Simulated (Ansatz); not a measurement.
`FB[SiH2]S` + HCl → `FB[SiH2]Cl` + H₂S at 500 K and 1 bar (ligand exchange at the Si–S bond).

Program: Ansatz. Geometries: PBE0-D4/def2-TZVP. ΔE: electronic, gas phase. CCSD(T)/CBS adds triple-zeta CCSD(T) − MP2 to the extrapolated MP2 energy (def2 sets, frozen cores). This one scheme is used for every species. Each species was taken in one conformer, which may not be the lowest.

| species | CCSD(T)/CBS energy (Eh) | H − E (kJ/mol) | S (J/(mol·K)) |
| --- | --- | --- | --- |
| `FB[SiH2]S` | -813.90074 | 151.3 | 397.3 |
| HCl | -460.38127 | 32.5 | 201.9 |
| `FB[SiH2]Cl` | -875.32301 | 125.4 | 375.9 |
| H₂S | -398.97279 | 57.0 | 224.0 |

H − E and S are ideal-gas, rigid-rotor, harmonic terms from PBE0-D4/def2-TZVP, for one conformer and one mirror image of each species. 1 Eh = 2625.50 kJ/mol, R = 8.31446 J/(mol·K).

Question: By hand: ΔE, ΔH, ΔS and ΔG.

Answer: ΔE = (-875.32301) + (-398.97279) − (-813.90074) − (-460.38127) = -0.01379 Eh = -36.2 kJ/mol. Δ(H − E) = 125.4 + 57.0 − 151.3 − 32.5 = -1.4, so ΔH = -37.6 kJ/mol. ΔS = 375.9 + 224.0 − 397.3 − 201.9 = 0.7 J/(mol·K). ΔG = -37.6 − 500 × (0.7)/1000 = -38.0 kJ/mol.

Question: By hand: the equilibrium constant, and the temperature at which ΔG would vanish if ΔH and ΔS stayed fixed.

Answer: log₁₀ K = −ΔG/(RT ln 10) = 4.0. ΔH and −TΔS have one sign here, so there is no such temperature.

The number of gas molecules stays the same, so ΔS is small and ΔH decides. A doubt of 5 kJ/mol in ΔE shifts log₁₀ K by 0.5 here. Other conformers and mirror images would add mixing entropy, several J/(mol·K) or more a flexible species. Modes under 60 cm⁻¹, often nearly free rotors, make the harmonic entropy too high. These are equilibria of isolated gas molecules and say nothing of rates. Largest T1 diagnostic: 0.014 (customary marks: 0.02 for closed shells, 0.045 for open ones).

ΔS is within the doubt of such terms, so its sign, and with it that verdict, could turn.
